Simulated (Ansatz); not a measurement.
Input and output for the cluster ReO₃ (the lowest doublet isomer of a short search).

```yaml
crystal:
  periodic: [false, false, false]
  atoms:
    - {symbol: Re, position_ang: [-0.567833, 0.227455, 0.324136]}
    - {symbol: O, position_ang: [-1.217320, -1.207625, 0.923294]}
    - {symbol: O, position_ang: [0.515214, 0.375480, -1.229057]}
    - {symbol: O, position_ang: [1.269939, 0.604680, -0.018373]}
basis:
  gaussian: {orbitals: def2-TZVPP}
magnetization: {spin_polarized: true, initial_magnetization: 3}
hamiltonian: {xc: {name: LC-wPBE}}
scf: {lower_state_search: off}
output: {forces: true}
```

```sh
$ ansatz run in.yaml --threads 4 --pin off --events-out ev --progress --plain --max-ram 3916MiB
```

Shortened log:

```
Functional definition: LC-wPBE
793 factors; their error is unknown
217 factors; integrals over basis functions are off by at most 2.1e-5 eV
mean field evaluation 1: about -8258.6816 eV, gradient 5.2e1 eV
mean field evaluation 2: about -8220.7176 eV, gradient 1.2e2 eV
mean field evaluation 4: about -8267.8962 eV, gradient 8.5e0 eV
mean field evaluation 8: about -8268.1740 eV, gradient 1.8e-1 eV
mean field evaluation 16: about -8268.1582 eV, gradient 2.0e-3 eV
mean field -8268.15816392 eV, -303.8492081652 hartree, gradient 5.9e-6 eV, S^2 3.766426; 0 other end points of the search recorded, 0 dependent functions left out
reference -8268.15816393 eV, -303.8492081654 hartree; 21, 18 occupied and 128, 131 virtual orbitals, 793 factors
Total energy: -8268.15816393 eV, -303.8492081654 hartree
Atom 0 at    -0.567833     0.227455     0.324136 Å, force     0.821246    -1.432060    -0.359446 eV/Å
Atom 1 at    -1.217320    -1.207625     0.923294 Å, force     0.031715     1.103694    -0.106011 eV/Å
Atom 2 at     0.515214     0.375480    -1.229057 Å, force    -0.192746     0.277881     0.503169 eV/Å
Atom 3 at     1.269939     0.604680    -0.018373 Å, force    -0.660215     0.050486    -0.037711 eV/Å
Dipole moment:    -0.352238     0.342249     0.168313 e Å
Checks for a lower state left out: stability, starts, cluster_reference, orbital_swaps, neighbouring_geometries, increment
```

Hardware: 4 threads of Arm Neoverse V1 on a shared host. Wall time 2.1 s.

In the def2 sets Re takes a core potential; there is no spin–orbit coupling. LC-ωPBE has ω = 0.4 bohr⁻¹.
